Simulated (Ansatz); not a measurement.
A nudged elastic band was laid between two geometries of AlClF2H2 (6 atoms, charge 0, multiplicity 1).

All numbers below come from RKS PBE0/def2-SVP in Ansatz 0.2.0.

- movable images: 7
- climbing image: yes
- spring: 5.0 eV/Å²
- optimiser: quadratic models (default)
- start path: through a guess of the saddle point
- force threshold: 0.03 eV/Å
- iteration limit: 60
- end points: relaxed

First end point:

```xyz
6
Properties=species:S:1:pos:R:3
Al 0.036 -0.026 0.049
F -0.002 0.259 1.719
H 1.368 0.180 -0.746
F -1.445 0.042 -0.700
Cl 0.081 -2.443 0.900
H 0.009 -1.613 1.913
```

Last end point:

```xyz
6
Properties=species:S:1:pos:R:3
Al 0.059 -0.429 -0.109
F -0.012 -0.036 1.848
H 1.367 0.233 -0.656
F -1.445 0.085 -0.595
Cl 0.103 -2.484 0.578
H -0.025 -0.970 2.068
```

(1) What changes between the two ends?

(2) What energy profile does the band end with?

(3) What is the geometry of the highest image?

(4) What are the harmonic wavenumbers there?

The band took 9 iterations and roughly 2.5 core-minutes.

Answers

(1) Bonds broken: Cl5–H6. Bonds formed: F2–H6.

(2) It converged. The highest image is number 4 of 0 to 8, 1.7 kcal/mol above the first end and 4.9 kcal/mol above the last; the last end lies 3.2 kcal/mol below the first. A vibrational analysis at the climbing image gives one clearly imaginary mode, 445i cm⁻¹: a first-order saddle point. The orbitals stay closed-shell, which can raise the energy where a bond breaks towards radicals; this wasn't checked here.

```
image  path coordinate (Å)  energy (kcal/mol)  Cl5–H6 (Å)  F2–H6 (Å)
    0                 0.00                0.0        1.31       1.88
    1                 0.12                0.2        1.32       1.73
    2                 0.25                0.6        1.35       1.58
    3                 0.37                1.3        1.39       1.44
    4                 0.49                1.7        1.47       1.29
    5                 0.65                0.7        1.60       1.13
    6                 0.80               -1.5        1.76       1.03
    7                 0.96               -2.8        1.94       0.98
    8                 1.11               -3.2        2.13       0.96
```

(3) 
```xyz
6
Properties=species:S:1:pos:R:3:forces:R:3
Al 0.041 -0.206 0.014 0.01 0.00 0.00
F -0.002 0.026 1.786 -0.01 0.01 0.00
H 1.374 0.193 -0.697 0.00 0.00 0.00
F -1.456 0.059 -0.651 0.00 0.00 0.00
Cl 0.074 -2.409 0.885 0.00 0.00 0.00
H 0.014 -1.264 1.799 0.00 -0.01 0.00
```

(4) 445i, 150, 229, 348, 524, 588, 646, 811, 862, 958, 1575, 2050 cm⁻¹.

Run time: 2.5 min on 1 thread of Arm Neoverse V2, with other jobs on the host, peak memory 0.13 GiB.
